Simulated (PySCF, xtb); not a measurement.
BCl2, SMILES Cl[B]Cl (connectivity only; charge and spin as stated), charge +1, multiplicity 1.

GFN2-xTB (xtb) at its own geometry gives an orbital gap of 5.47 eV.

The structure is a stationary point at B3LYP-D3(BJ)/def2-TZVP. The spin state was assumed, not searched. The isomer is the one that the SMILES or the coordinates give; other isomers of the formula were not compared.

### Question
What does CAM-B3LYP/def2-TZVPD (PySCF) give? (Estimate from the structure and the level; the computed values follow.)

### Answer
gap 11.18 eV (levels -18.35 and -7.17 eV).
